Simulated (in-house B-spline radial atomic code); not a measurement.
Ionisation energies along the 10-electron series, configuration [He] 2s2 2p6, as differences of self-consistent energies. Dirac energy differences include first-order Breit, QED and recoil terms. NIST's values go from ground level to ground level; the uncertainty of those that are theory runs from under 0.1 % in few-electron ions to several per cent in heavy many-electron ones. Computed with an all-electron radial atomic-structure program (B-spline basis): Dirac-Hartree-Fock, average of the configuration, finite nuclei.

```json
{"ion": "Ce48+", "configuration after": "[He] 2s2 2p5", "ionisation energy (eV)": "9173.4", "IE/(q+1)² (eV)": "3.8207", "Breit and QED recoil part (eV)": "-13.461", "tabulated value (eV)": "9020", "tabulated kind": "tabulated theory", "computed minus tabulated (eV)": "153"}
{"ion": "Pr49+", "configuration after": "[He] 2s2 2p5", "ionisation energy (eV)": "9543.3", "IE/(q+1)² (eV)": "3.8173", "Breit and QED recoil part (eV)": "-14.279", "tabulated value (eV)": "9378", "tabulated kind": "tabulated theory", "computed minus tabulated (eV)": "165"}
{"ion": "Nd50+", "configuration after": "[He] 2s2 2p5", "ionisation energy (eV)": "9921.0", "IE/(q+1)² (eV)": "3.8143", "Breit and QED recoil part (eV)": "-15.131", "tabulated value (eV)": "9742", "tabulated kind": "tabulated theory", "computed minus tabulated (eV)": "179"}
{"ion": "Pm51+", "configuration after": "[He] 2s2 2p5", "ionisation energy (eV)": "10306.6", "IE/(q+1)² (eV)": "3.8116", "Breit and QED recoil part (eV)": "-16.019", "tabulated value (eV)": "10115", "tabulated kind": "tabulated theory", "computed minus tabulated (eV)": "192"}
{"ion": "Sm52+", "configuration after": "[He] 2s2 2p5", "ionisation energy (eV)": "?", "IE/(q+1)² (eV)": "?", "Breit and QED recoil part (eV)": "?", "tabulated value (eV)": "?", "tabulated kind": "tabulated theory", "computed minus tabulated (eV)": "?"}
{"ion": "Eu53+", "configuration after": "[He] 2s2 2p5", "ionisation energy (eV)": "11101.8", "IE/(q+1)² (eV)": "3.8072", "Breit and QED recoil part (eV)": "-17.904", "tabulated value (eV)": "10880", "tabulated kind": "tabulated theory", "computed minus tabulated (eV)": "222"}
{"ion": "Gd54+", "configuration after": "[He] 2s2 2p5", "ionisation energy (eV)": "11511.5", "IE/(q+1)² (eV)": "3.8054", "Breit and QED recoil part (eV)": "-18.905", "tabulated value (eV)": "11273", "tabulated kind": "tabulated theory", "computed minus tabulated (eV)": "238"}
{"ion": "Tb55+", "configuration after": "[He] 2s2 2p5", "ionisation energy (eV)": "11929.3", "IE/(q+1)² (eV)": "3.804", "Breit and QED recoil part (eV)": "-19.944", "tabulated value (eV)": "11673", "tabulated kind": "tabulated theory", "computed minus tabulated (eV)": "256"}
{"ion": "Dy56+", "configuration after": "[He] 2s2 2p5", "ionisation energy (eV)": "12355.3", "IE/(q+1)² (eV)": "3.8028", "Breit and QED recoil part (eV)": "-21.025", "tabulated value (eV)": "12081", "tabulated kind": "tabulated theory", "computed minus tabulated (eV)": "274"}
{"ion": "Ho57+", "configuration after": "[He] 2s2 2p5", "ionisation energy (eV)": "12789.5", "IE/(q+1)² (eV)": "3.8019", "Breit and QED recoil part (eV)": "-22.147", "tabulated value (eV)": "12495", "tabulated kind": "tabulated theory", "computed minus tabulated (eV)": "294"}
{"ion": "Er58+", "configuration after": "[He] 2s2 2p5", "ionisation energy (eV)": "13232.0", "IE/(q+1)² (eV)": "3.8012", "Breit and QED recoil part (eV)": "-23.312", "tabulated value (eV)": "12918", "tabulated kind": "tabulated theory", "computed minus tabulated (eV)": "314"}
{"ion": "Tm59+", "configuration after": "[He] 2s2 2p5", "ionisation energy (eV)": "13682.9", "IE/(q+1)² (eV)": "3.8008", "Breit and QED recoil part (eV)": "-24.522", "tabulated value (eV)": "13347", "tabulated kind": "tabulated theory", "computed minus tabulated (eV)": "336"}
{"ion": "Yb60+", "configuration after": "[He] 2s2 2p5", "ionisation energy (eV)": "14142.3", "IE/(q+1)² (eV)": "3.8007", "Breit and QED recoil part (eV)": "-25.776", "tabulated value (eV)": "13784", "tabulated kind": "tabulated theory", "computed minus tabulated (eV)": "358"}
{"ion": "Lu61+", "configuration after": "[He] 2s2 2p5", "ionisation energy (eV)": "?", "IE/(q+1)² (eV)": "?", "Breit and QED recoil part (eV)": "?", "tabulated value (eV)": "?", "tabulated kind": "tabulated theory", "computed minus tabulated (eV)": "?"}
{"ion": "Hf62+", "configuration after": "[He] 2s2 2p5", "ionisation energy (eV)": "15086.6", "IE/(q+1)² (eV)": "3.8011", "Breit and QED recoil part (eV)": "-28.426", "tabulated value (eV)": "14678", "tabulated kind": "tabulated theory", "computed minus tabulated (eV)": "409"}
{"ion": "Ta63+", "configuration after": "[He] 2s2 2p5", "ionisation energy (eV)": "?", "IE/(q+1)² (eV)": "?", "Breit and QED recoil part (eV)": "?", "tabulated value (eV)": "?", "tabulated kind": "tabulated theory", "computed minus tabulated (eV)": "?"}
{"ion": "W64+", "configuration after": "[He] 2s2 2p5", "ionisation energy (eV)": "16065.6", "IE/(q+1)² (eV)": "3.8025", "Breit and QED recoil part (eV)": "-31.273", "tabulated value (eV)": "15566", "tabulated kind": "semi-empirical", "computed minus tabulated (eV)": "500"}
{"ion": "Re65+", "configuration after": "[He] 2s2 2p5", "ionisation energy (eV)": "16568.3", "IE/(q+1)² (eV)": "3.8036", "Breit and QED recoil part (eV)": "-32.774", "tabulated value (eV)": "16080", "tabulated kind": "tabulated theory", "computed minus tabulated (eV)": "488"}
{"ion": "Os66+", "configuration after": "[He] 2s2 2p5", "ionisation energy (eV)": "17079.9", "IE/(q+1)² (eV)": "3.8048", "Breit and QED recoil part (eV)": "-34.328", "tabulated value (eV)": "16560", "tabulated kind": "tabulated theory", "computed minus tabulated (eV)": "520"}
{"ion": "Ir67+", "configuration after": "[He] 2s2 2p5", "ionisation energy (eV)": "17600.4", "IE/(q+1)² (eV)": "3.8063", "Breit and QED recoil part (eV)": "-35.937", "tabulated value (eV)": "17040", "tabulated kind": "tabulated theory", "computed minus tabulated (eV)": "560"}
{"ion": "Pt68+", "configuration after": "[He] 2s2 2p5", "ionisation energy (eV)": "18130.1", "IE/(q+1)² (eV)": "3.8081", "Breit and QED recoil part (eV)": "-37.604", "tabulated value (eV)": "17540", "tabulated kind": "tabulated theory", "computed minus tabulated (eV)": "590"}
{"ion": "Au69+", "configuration after": "[He] 2s2 2p5", "ionisation energy (eV)": "18669.0", "IE/(q+1)² (eV)": "3.81", "Breit and QED recoil part (eV)": "-39.328", "tabulated value (eV)": "18040", "tabulated kind": "tabulated theory", "computed minus tabulated (eV)": "629"}
{"ion": "Hg70+", "configuration after": "[He] 2s2 2p5", "ionisation energy (eV)": "19217.2", "IE/(q+1)² (eV)": "3.8122", "Breit and QED recoil part (eV)": "-41.113", "tabulated value (eV)": "18550", "tabulated kind": "tabulated theory", "computed minus tabulated (eV)": "667"}
```

Question: Fill in the row of Sm52+.

Answer: ionisation energy (eV): 10700.2; IE/(q+1)² (eV): 3.8093; Breit and QED recoil part (eV): -16.943; tabulated value (eV): 10494; computed minus tabulated (eV): 206.

Question: Fill in the row of Lu61+.

Answer: ionisation energy (eV): 14610.2; IE/(q+1)² (eV): 3.8008; Breit and QED recoil part (eV): -27.077; tabulated value (eV): 14228; computed minus tabulated (eV): 382.

Question: Fill in the row of Ta63+.

Answer: ionisation energy (eV): 15571.7; IE/(q+1)² (eV): 3.8017; Breit and QED recoil part (eV): -29.824; tabulated value (eV): 15137; computed minus tabulated (eV): 435.

Where a p, d or f electron is removed, the computed value is a mean over both j, so it misses the tabulated one by a part of the spin-orbit splitting; averaging over terms and missing correlation add to the gap, relatively most at low charge.
